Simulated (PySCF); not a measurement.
Method: B3LYP-D3(BJ)/def2-TZVP // BP86-D3(BJ)/def2-SVP (PySCF 2.14.0). Isolated molecules, 0 K electronic values unless said otherwise. B3LYP has the VWN-RPA correlation part, as in Gaussian. 

Reference species: [Ti(F)4] (neutral, multiplicity 1).

```
Item                                       Value
----------------------------------------  ------
charge on the central atom (meta-Löwdin)  1.70 e
charge on the central atom (Mulliken)     1.67 e
coordination number                            4
```

After one change: the charge on the central atom (meta-Löwdin) decreases by 0.68 e; the charge on the central atom (Mulliken) falls by 1.06 e; the coordination number stays essentially unchanged.

Task: Which change was made? The new species is one of these.
A) [Ti(F)3(H)]
B) [Ti(H)4]
C) [Ti(F)(H)3]
D) [Ti(F)2(H)2]

Result: B, [Ti(H)4]
